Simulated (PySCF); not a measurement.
SMILES c1ccsc1[SiH2][SeH] (C4H6SSeSi) (GFN2-xTB optimised geometry):

```
13

Se    -0.332    -2.840     0.001
Si    -1.672    -0.985     0.003
C     -0.484     0.450     0.000
C      0.881     0.450     0.000
C      1.445     1.741     0.000
C      0.499     2.716     0.000
S     -1.093     2.074     0.001
H     -1.411    -3.779     0.003
H     -2.503    -1.008    -1.201
H     -2.497    -1.007     1.211
H      1.462    -0.458     0.000
H      2.503     1.934     0.000
H      0.637     3.779     0.000
```

Computed with PBE/def2-TZVP (PySCF).

Problem. What are the frontier orbital energies and the dipole moment?

Solution. HOMO-2 -6.48 eV, HOMO-1 -6.12 eV, HOMO -5.80 eV, LUMO -1.79 eV, LUMO+1 -1.06 eV; dipole moment 0.99 D.

Meta-Löwdin charges at PBE/def2-TZVP: Se1 -0.24, Si2 0.51, C3 -0.36, C4 -0.13, C5 -0.15, C6 -0.26, S7 0.31, H8 0.08, H9 -0.08, H10 -0.09, H11 0.13, H12 0.14, H13 0.15.
